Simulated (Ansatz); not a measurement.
CrI₂, relaxed as a quintet with UKS PBE0-D4/def2-TZVP in Ansatz, starting from the GFN2-xTB geometry. Force threshold 0.02 eV/Å.

In the def2 sets I takes a core potential; there is no spin–orbit coupling. The charge 0 quintet is spin-contaminated (final ⟨S²⟩ up to 6.14, 6.00 for a pure state). The relaxation made no stability test and no search for a lower SCF solution.

Start:

Cartesian coordinates in Å:
```
Cr 0.000 0.000 0.000
I 0.391 2.206 1.123
I -0.391 -2.206 -1.123
```

```json
{"step": "1", "energy (eV)": "-44621.4979", "largest force component (eV/Å)": "0.295", "SCF passes": "24"}
{"step": "2", "energy (eV)": "-44621.5044", "largest force component (eV/Å)": "0.131", "SCF passes": "30"}
{"step": "3", "energy (eV)": "-44621.5062", "largest force component (eV/Å)": "0.007", "SCF passes": "26"}
```

Force components are those of the run's own axes.

End:

```xyz
3

Cr    0.000    0.000    0.000
I     0.395    2.232    1.136
I    -0.396   -2.232   -1.136
```

By distances, no bond broke or formed. The bond that changes most is Cr1–I2, from 2.51 to 2.54 Å (atoms count from 1).

No frequencies were taken in this run, so the end may be a saddle point.

Hardware: 4 threads of Arm Neoverse V2 on a shared host. Wall time 10 s.
